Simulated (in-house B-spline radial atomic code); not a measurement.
Orbital energies and mean radii along the 34-electron series, configuration [Ar] 3d10 4s2 4p4. The effective charge is n√(-2ε), a non-relativistic measure. Computed with a radial B-spline atomic code at the basis-set limit: Dirac-Hartree-Fock, average of the configuration, finite nuclei.

| ion | Z | energy of 3s1/2 (Eh) | mean radius of 3s1/2 (bohr) | energy of 4p3/2 (Eh) | mean radius of 4p3/2 (bohr) | effective charge of 3s1/2 |
| --- | --- | --- | --- | --- | --- | --- |
| Pt44+ | 78 | -199.31 | 0.18338 | -84.259 | 0.3875 | 59.897 |
| Au45+ | 79 | -206.98 | 0.18015 | -87.658 | 0.38061 | 61.038 |
| Hg46+ | 80 | -214.83 | 0.177 | -91.124 | 0.37395 | 62.184 |
| Tl47+ | 81 | ? | ? | ? | ? | ? |
| Pb48+ | 82 | ? | ? | ? | ? | ? |
| Bi49+ | 83 | -239.45 | 0.16804 | -101.93 | 0.35524 | 65.652 |

Question: Fill in the row of Tl47+.

Answer: energy of 3s1/2 (Eh): -222.85; mean radius of 3s1/2 (bohr): 0.17394; energy of 4p3/2 (Eh): -94.659; mean radius of 4p3/2 (bohr): 0.36751; effective charge of 3s1/2: 63.335.

Question: Fill in the row of Pb48+.

Answer: energy of 3s1/2 (Eh): -231.06; mean radius of 3s1/2 (bohr): 0.17095; energy of 4p3/2 (Eh): -98.262; mean radius of 4p3/2 (bohr): 0.36127; effective charge of 3s1/2: 64.491.

Question: How does the screening of 3s1/2 change?

Answer: Z less the effective charge goes from 18.10 at Z = 78 to 17.35 at Z = 83.
